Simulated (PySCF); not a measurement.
Cd(OMe)(GeH3) (CH₆CdGeO), SMILES C[O][Cd][GeH3].

Coordinates come from a r2SCAN-D4/def2-SVP optimisation. The def2 effective core potentials stand for the cores of Cd; spin–orbit coupling is left out. Other conformers were not sampled.

All values below come from TDA-PBE/def2-SVPD in PySCF 2.14.0.

Vertical excitations. The molecule is in vacuum.

### Question
List the lowest excited states. (An estimate is asked for; the answer gives what the named calculation found.)

### Answer

```
state  energy (eV)  λ (nm)      f                          main pairs
-----  -----------  ------  -----  ----------------------------------
S1            3.80     326  0.001                      HOMO→LUMO 97 %
S2            4.04     307  0.002                    HOMO→LUMO+1 97 %
S3            4.15     299  0.005  HOMO→LUMO+2 67 %, HOMO−1→LUMO 32 %
S4            4.43     280  0.013                  HOMO−1→LUMO+1 98 %
S5            4.47     278  0.001                 HOMO−1→LUMO+2 100 %
S6            4.89     254  0.261  HOMO−1→LUMO 56 %, HOMO→LUMO+2 29 %
S7            5.53     224  0.000                   HOMO→LUMO+3 100 %
S8            5.92     209  0.000                  HOMO−1→LUMO+3 92 %
S9            6.07     204  0.003                    HOMO→LUMO+4 99 %
S10           6.13     202  0.306                    HOMO−2→LUMO 75 %
T1            3.56     348      0                      HOMO→LUMO 99 %
T2            3.80     327      0                    HOMO−1→LUMO 91 %
T3            3.93     315      0                    HOMO→LUMO+2 87 %
T4            3.96     313      0                    HOMO→LUMO+1 95 %
```
Triplets are in the Tamm–Dancoff approximation.
